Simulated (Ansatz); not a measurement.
Two isomers of CH8OSi2: A = `C[SiH](O)[SiH3]`, B = `C[SiH2]O[SiH3]`.

Gas-phase electronic energies from Ansatz, PBE0-D4/def2-TZVP geometries. CBS: MP2 limit from def2 TZ/QZ plus the TZ coupled-cluster correction, frozen cores. This one scheme is used for every species. Functionals use def2-TZVPP. B3LYP here is the variant with VWN-RPA as its local correlation; programs differ in this. Each species was taken in one conformer, which may not be the lowest.

Question: Which isomer does CCSD(T)/CBS put lower? Give the gap. (An estimate is asked.)

Answer: Ansatz gave: B, by 112.5 kJ/mol.

Question: Give E(B) − E(A) in kJ/mol with B3LYP-D4, PBE0-D4, B2PLYP, CCSD(T)/def2-TZVPP, ωB97M-V, CCSD(T)/def2-SVP, CCSD/def2-TZVPP. (An estimate is asked.)

Answer: Ansatz gave: B3LYP-D4 -111.9, PBE0-D4 -94.2, B2PLYP -117.7, CCSD(T)/def2-TZVPP -112.7, ωB97M-V -114.1, CCSD(T)/def2-SVP -109.9, CCSD/def2-TZVPP -116.7. None reverses the order clearly.

Question: Does the order hold for the free energy at 298.15 K (harmonic terms from PBE0-D4)? (An estimate is asked.)

Answer: The calculation gave: Yes: G(B) − G(A) = -118.4 kJ/mol, for one conformer each. Modes under 60 cm⁻¹, often nearly free rotors, make the harmonic entropy too high.

Largest T1 diagnostic: 0.012.

From PBE to PBE0 (25 % exact exchange), in def2-TZVPP and without D4, E(B) − E(A) moves by −9.5 kJ/mol. In def2-TZVPP, CCSD(T) changes the Hartree–Fock value by +29.3 kJ/mol (the triples alone add +4.1 kJ/mol) and MP2 by +21.9 kJ/mol.
